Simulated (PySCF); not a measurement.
Does the answer move with the share of exact exchange?

C₄H₈OSi.
SMILES: `C1C(C1)=CO[SiH3]`

Torsions of this conformer, `[SiH3:1][O:2][CH:3]=[C:4]1[CH2:5][CH2:6]1`: Si1–O2–C3–C4 -173°.

PySCF, pcSseg-1 basis, density fitting, gas phase, PBE0-D3(BJ)/def2-SVP geometry. One functional is left out:

```csv
functional,exact exchange (%),HOMO energy (eV),LUMO energy (eV),dipole moment (D)
B97-D,0,-5.32,-0.46,0.736
BLYP,0,-5.20,-0.44,0.725
BP86,0,-5.46,-0.64,0.716
LDA,0,-5.50,-0.87,0.728
OPBE,0,-5.32,-0.47,0.746
PBE,0,-5.35,-0.61,0.717
B97-2,21,-6.26,0.32,0.805
PBE0,25,-6.51,0.29,0.804
mPW1PW91,25,-6.54,0.32,0.815
BHandHLYP,50,-7.53,1.23,0.877
```

Predict the row of B3LYP (20 % exact exchange) by straight lines through the other rows, and check it.

```csv
property,line,computed,computed − line,"B97-2 (21 %), for comparison"
HOMO energy (eV),-6.25,-6.29,-0.04,-6.26
LUMO energy (eV),0.16,0.10,-0.06,0.32
dipole moment (D),0.791,0.796,+0.005,0.805
```

Which of these properties follows the share of exact exchange most closely, and which least?

Most closely the HOMO energy, least the LUMO energy; the correlations over the tabulated rows are HOMO energy -0.994, dipole moment 0.983, LUMO energy 0.979. The HOMO energy moves by -0.442 eV for every 10 %. Functionals with the same share still differ in their other parts: at 0 % BLYP and LDA differ by 0.30 eV in it.
